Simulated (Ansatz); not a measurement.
Species: sum formula AlOCl, charge 1, multiplicity 2. 
Coordinates optimised at B3LYP-D3(BJ)/def2-TZVP (Ansatz, a first-principles code):
```
Al
O 1 1.7072
Cl 1 2.0009 2 180.00
```
Charge +1, spin multiplicity 2.

Basis-set convergence of Hartree-Fock and CCSD correlation energies (hartree) with Ansatz. Valence correlation only, unless marked. Open shells are spin-unrestricted. Spin-orbit coupling is left out. No relativistic terms.

```json
[
 {"basis": "cc-pV(D+d)Z", "functions": "60", "E(HF)": "-776.03728", "E(corr, CCSD)": "-0.34366"},
 {"basis": "cc-pV(T+d)Z", "functions": "108", "E(HF)": "-776.09521", "E(corr, CCSD)": "-0.44587"},
 {"basis": "cc-pV(Q+d)Z", "functions": "183", "E(HF)": "-776.10658", "E(corr, CCSD)": "-0.48179"}
]
```

Extrapolating the two largest sets (X = 3 and 4) as X^-3: E(corr) = (64·(-0.48179) - 27·(-0.44587))/37 = -0.5080 Eh, an estimate of the basis-set limit. The largest set recovers 94.8 % of it, the smallest 67.6 %.
